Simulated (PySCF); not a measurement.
C3H10BN.
Structure used (PBE0-D3(BJ)/def2-SVP), in Å, numbered top down from 1:
```
atom  x, y, z in Å
C1     2.0107    0.6204   -0.0039
N2     1.0616   -0.4403    0.2071
B3    -0.3307   -0.4180    0.0303
C4    -1.0610    0.9052   -0.4580
C5    -1.1581   -1.7333    0.3312
H6     2.5642    0.8724    0.9179
H7     1.4919    1.5295   -0.3348
H8     2.7565    0.3643   -0.7771
H9     1.4818   -1.3086    0.5196
H10   -0.9140    1.7317    0.2589
H11   -2.1455    0.7656   -0.5779
H12   -0.6647    1.2592   -1.4252
H13   -1.7072   -2.0516   -0.5720
H14   -1.9315   -1.5311    1.0922
H15   -0.5556   -2.5877    0.6794
```

Method used: PySCF, PBE0-D3(BJ)/def2-SVP geometry optimisation, gas phase.

Masses are those of the commonest isotopes; rigid-rotor values at the optimised geometry. 

Give the principal moments of inertia and the rotational constants in MHz.

Ia = 70.96, Ib = 145.93, Ic = 207.44 u·Å²; 505379 MHz·u·Å²/I gives A = 7122, B = 3463, C = 2436 MHz.

What kind of rotor is it?

An asymmetric top: κ = (2 × 3463 − 7122 − 2436)/(7122 − 2436) = -0.56.

Is it planar, by Δ = Ic − Ia − Ib?

Not planar: Δ = Ic − Ia − Ib = -9.45 u·Å². For a rigid frame Δ = −2 Σ m c², so Σ m c² = 4.73 u·Å² lies off the ab plane, practically all of it from hydrogen. The atom farthest from that plane is 0.90 Å away.

Predict some low-J microwave lines.

The dipole components are |μa| = 1.29 D, |μb| = 0.64 D, |μc| = 0.00 D. The squared components, which scale the intensities, stand as 1.00 : 0.25 : 0.00 (a : b : c). Some lines, for components of 0.1 D or more:

| type | branch | J(Ka,Kc) | MHz | lower level (cm⁻¹) |
| --- | --- | --- | --- | --- |
| a | Q | 1(1,0) ← 1(1,1) | 1027 | 0.319 |
| b | Q | 1(1,0) ← 1(0,1) | 4686 | 0.197 |
| b | Q | 2(1,1) ← 2(0,2) | 5900 | 0.584 |
| a | Q | 3(1,2) ← 3(1,3) | 6139 | 1.214 |
| b | R | 2(0,2) ← 1(1,1) | 7952 | 0.319 |
| b | Q | 3(1,2) ← 3(0,3) | 8022 | 1.151 |
| b | R | 1(1,1) ← 0(0,0) | 9558 | 0.000 |
| b | Q | 3(2,1) ← 3(1,2) | 10466 | 1.418 |
| b | Q | 2(2,0) ← 2(1,1) | 11165 | 0.781 |
| a | R | 2(1,1) ← 1(1,0) | 12826 | 0.353 |
| b | R | 3(0,3) ← 2(1,2) | 14167 | 0.678 |
| b | R | 2(1,2) ← 1(0,1) | 14431 | 0.197 |
| b | Q | 3(2,2) ← 3(1,3) | 15706 | 1.214 |
| a | R | 3(1,3) ← 2(1,2) | 16050 | 0.678 |
| a | R | 3(0,3) ← 2(0,2) | 16987 | 0.584 |
| a | R | 3(2,2) ← 2(2,1) | 17698 | 1.147 |
| a | R | 3(2,1) ← 2(2,0) | 18410 | 1.153 |
| b | R | 3(1,3) ← 2(0,2) | 18870 | 0.584 |
| a | R | 3(1,2) ← 2(1,1) | 19109 | 0.781 |
| b | Q | 3(3,1) ← 3(2,2) | 20970 | 1.737 |
| b | R | 3(2,2) ← 2(1,1) | 28675 | 0.781 |
| b | R | 3(2,1) ← 2(1,2) | 32655 | 0.678 |
| b | R | 3(3,1) ← 2(2,0) | 38481 | 1.153 |

Not checked by PBE0-D3(BJ)/def2-SVP frequencies. Zero-point vibration and centrifugal distortion are left out. A rigid rotor knows nothing of internal rotation, which can split or shift real lines. Quadrupole hyperfine structure (11B, 14N) is left out.
